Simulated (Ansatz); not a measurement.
Program: Ansatz. Geometries: PBE0-D4/def2-TZVP. ΔE: electronic, gas phase. CCSD(T)/CBS adds triple-zeta CCSD(T) − MP2 to the extrapolated MP2 energy (def2 sets, frozen cores). DFT in def2-TZVPP. B3LYP here is the variant with VWN-RPA as its local correlation; programs differ in this. Each species was taken in one conformer, which may not be the lowest.

Consider the formal exchange of groups at the Si–N bond: `[SiH3]NC=S` + `C=C(C)CC` → `C=C(C)[SiH3]` + `CCNC=S`.

| level | ΔE (kJ/mol) | difference from CCSD(T)/CBS |
| --- | --- | --- |
| PBE-D4 | 60.3 | -12.6 |
| r2SCAN-D4 | 66.8 | -6.1 |
| PBE0-D4 | 64.1 | -8.8 |
| B3LYP-D4 | 67.4 | -5.5 |
| ωB97X-V | 67.8 | -5.1 |
| ωB97M-V | 70.0 | -2.9 |
| B2PLYP | 70.1 | -2.8 |
| PBE | 59.3 | -13.6 |
| r2SCAN | 66.6 | -6.3 |
| PBE0 | 63.3 | -9.6 |
| B3LYP | 65.9 | -7.0 |
| HF/def2-TZVPP | 73.1 | 0.2 |
| MP2/def2-TZVPP | 76.5 | 3.6 |
| SCS-MP2/def2-TZVPP | 75.3 | 2.4 |
| CCSD/def2-TZVPP | 73.6 | 0.7 |
| CCSD(T)/def2-TZVPP | 72.7 | -0.2 |
| HF/def2-QZVPP | 73.6 | 0.7 |
| MP2/def2-QZVPP | 76.8 | 3.9 |
| SCS-MP2/def2-QZVPP | 75.6 | 2.7 |
| HF/CBS(def2) | 73.7 | 0.8 |
| MP2/CBS(def2) | 76.7 | 3.8 |
| CCSD/CBS(def2) | 73.8 | 0.9 |
| CCSD(T)/CBS | 72.9 | 0 |

Largest T1 diagnostic among the species: 0.017.

From PBE to PBE0 (25 % exact exchange), in def2-TZVPP and without D4, ΔE moves by +4.0 kJ/mol.
